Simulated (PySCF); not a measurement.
A PySCF script (with the pyscf-properties extension) for the NMR shieldings of SMILES F[Si@H](N[SiH3])C1(N[SiH3])CC1, C3H13FN2Si3, on a GFN2-xTB geometry:

```python
import basis_set_exchange as bse
import numpy as np
from pyscf import gto, dft
from pyscf.prop import nmr

atoms = """
F     0.298048   -0.523238    2.088975
Si    0.814442   -0.721761    0.565933
N     1.744412    0.638725    0.091249
Si    3.068993    1.372910    0.940173
C    -0.684090   -0.855145   -0.572988
N    -0.998178    0.276892   -1.402061
Si   -1.765633    1.711126   -0.852576
C    -1.019793   -2.201133   -1.165506
C    -1.862126   -1.644802   -0.067786
H     1.622733   -1.927840    0.654402
H     1.347056    1.197855   -0.645978
H     3.909016    0.277312    1.415225
H     3.742374    2.199572   -0.063480
H     2.612154    2.196890    2.062199
H    -0.422211    0.314008   -2.229026
H    -1.033220    2.436996    0.196830
H    -1.841562    2.528480   -2.065127
H    -3.090059    1.357179   -0.338346
H    -0.370921   -3.038067   -0.955654
H    -1.440207   -2.208994   -2.160531
H    -1.796797   -2.086397    0.914828
H    -2.844842   -1.281180   -0.324649
"""
names = dict.fromkeys(["F", "Si", "N", "C", "H"], "pcSseg-1")
basis = {el: gto.basis.parse(bse.get_basis(n, elements=[el], fmt="nwchem")) for el, n in names.items()}
mol = gto.M(atom=atoms, basis=basis, charge=0, verbose=0)
mf = dft.RKS(mol, xc="PBE0")
mf.grids.level = 2
mf.grids.alignment = dft.numint.BLKSIZE   # the property module wants whole blocks of grid points
mf.conv_tol = 1e-9
mf.kernel()

calc = nmr.RKS(mf)   # GIAO
C = mf.mo_coeff
Co = C[:, mf.mo_occ > 0]
resp = mf.gen_response(singlet=True, hermi=2)
def vind(x):   # induced exchange potential for any number of trial vectors
    d = np.einsum("pi,xij,qj->xpq", C, 2 * x.reshape(-1, C.shape[1], Co.shape[1]), Co, optimize=True)
    return np.einsum("xpq,pi,qj->xij", resp(d - d.transpose(0, 2, 1)), C, Co, optimize=True).ravel()
mo1, _ = nmr.rhf.solve_mo1(calc, with_cphf=vind)
sigma = calc.kernel(mo1)
for i, s in enumerate(sigma):   # ppm
    w = np.linalg.eigvalsh((s + s.T) / 2)
    print("%2d %-2s iso %8.1f  s11 %8.1f  s22 %8.1f  s33 %8.1f" % (i, mol.atom_pure_symbol(i), w.mean(), *w))
```

**Question.** What does it print?

**Answer.** 
```
 0 F  iso    326.2  s11    282.5  s22    338.4  s33    357.6
 1 Si iso    354.0  s11    313.3  s22    367.4  s33    381.2
 2 N  iso    241.0  s11    207.5  s22    246.0  s33    269.5
 3 Si iso    406.5  s11    363.7  s22    393.1  s33    462.7
 4 C  iso    161.7  s11    128.5  s22    137.3  s33    219.2
 5 N  iso    238.0  s11    204.9  s22    220.0  s33    289.2
 6 Si iso    412.1  s11    360.8  s22    401.2  s33    474.3
 7 C  iso    169.3  s11    131.0  s22    173.9  s33    203.0
 8 C  iso    174.1  s11    138.9  s22    176.8  s33    206.6
 9 H  iso     27.1  s11     23.6  s22     25.1  s33     32.7
10 H  iso     30.5  s11     21.2  s22     30.5  s33     39.7
11 H  iso     26.9  s11     23.2  s22     25.4  s33     32.1
12 H  iso     26.9  s11     23.2  s22     25.1  s33     32.5
13 H  iso     26.8  s11     22.6  s22     25.3  s33     32.5
14 H  iso     31.4  s11     23.0  s22     28.9  s33     42.4
15 H  iso     26.8  s11     21.9  s22     26.9  s33     31.7
16 H  iso     27.3  s11     23.8  s22     24.7  s33     33.3
17 H  iso     27.1  s11     22.6  s22     26.1  s33     32.6
18 H  iso     31.1  s11     24.9  s22     27.6  s33     40.6
19 H  iso     31.1  s11     25.5  s22     28.3  s33     39.6
20 H  iso     31.0  s11     24.7  s22     27.9  s33     40.4
21 H  iso     30.6  s11     25.5  s22     27.5  s33     38.9
```

These numbers come from an equivalent density-fitted implementation of the same equations, which agrees with the script to about 0.01 ppm for H and up to a few tenths of a ppm for heavy atoms, so last digits may differ.

**Question.** Turn these shieldings into chemical shifts. Referencing at the same level of theory: CFCl3 for ¹⁹F (σ = 170.95 ppm); TMS for ²⁹Si (σ = 349.16 ppm), ¹³C (σ = 186.93 ppm), ¹H (σ = 31.72 ppm); ¹⁵N (σ = 267.73 ppm) against NH3.

**Answer.** Averaging equivalent atoms: F 0: -155.2; Si 1: -4.8; Si 3: -57.3; Si 6: -62.9; N 5: 29.7; N 2: 26.7; C 4: 25.3; C 7: 17.6; C 8: 12.8; H 11/12/13: 4.85; H 15/16/17: 4.65; H 9: 4.58; H 10: 1.26; H 21: 1.09; H 20: 0.69; H 18: 0.66; H 19: 0.60; H 14: 0.29 ppm. Unscaled 19F shifts against computed CFCl3 carry errors that often reach 10 to 50 ppm. Experimental scales use liquid or dissolved standards, which lie at an offset from isolated NH3 (liquid NH3: subtract about 20 ppm).

Size and cost of the density-fitted run: 239 basis functions, 93 s wall time on 1 thread of an Arm Neoverse N1, shared host; peak memory 1.1 GiB.
